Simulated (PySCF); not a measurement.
# Spinor energies of Sc⁺ (scandium, charge +1)

Start: [Ar] 3d1 4s1; 3d3/2 filled at m_j = +3/2; 4s1/2 filled at m_j = -1/2. Calculated with PySCF 2.14 in x2c-TZVPall-2c with one added diffuse shell each of s, p, d type (7s8p5d1f, 63 functions): generalised Hartree-Fock with the X2C-1e Hamiltonian and a Gaussian nucleus; one run each with spin-orbit coupling (SO) switched off, then screened by Boettger's factors.

```
spinor shell  electrons  ε, spin-free (eV)  ε, screened SO (eV)  weight of nominal j (screened SO)  rms radius, screened SO (bohr)
       1s1/2          2            -4546.4              -4546.3                              1.000                          0.0844
       2s1/2          2            -530.99              -530.97                              1.000                           0.370
       2p1/2          2            -433.67              -436.99                              0.998                           0.338
       2p3/2          4            -433.67              -432.02                              0.999                           0.341
       3s1/2          2            -77.346              -77.338                              1.000                            1.15
       3p1/2          2            -49.730              -50.577                              0.653                            1.27
       3p3/2          4            -49.730              -49.301                              0.827                            1.27
       3d3/2          1            -16.207              -16.219                              0.829                            1.86
       4s1/2          1            -12.302              -12.300                              1.000                            3.69
```

```json
{"quantity": "E (hartree)", "spin-free": "-763.07451", "screened SO": "-763.07950"}
{"quantity": "M_J", "spin-free": "1", "screened SO": "1"}
{"quantity": "⟨J²⟩", "spin-free": "4.006", "screened SO": "3.862"}
{"quantity": "⟨L²⟩", "spin-free": "6.005", "screened SO": "6.005"}
{"quantity": "⟨S²⟩", "spin-free": "2.001", "screened SO": "2.000"}
```

The determinant has a definite M_J but mixes levels of different J.

Each row is a mean over spinors that exchange with the open shell spreads, by up to 4.414 eV (3p1/2).

Rows whose weight is well below 1 are mixtures of j = l ± 1/2: exchange outweighs spin-orbit coupling there, and the label is only the starting occupation.

Without spin-orbit coupling the j labels of p, d and f shells carry no meaning; the spin-free column gives the mean over the occupied spinors of each nl shell, and its ⟨J²⟩ belongs to a mixture of degenerate components.
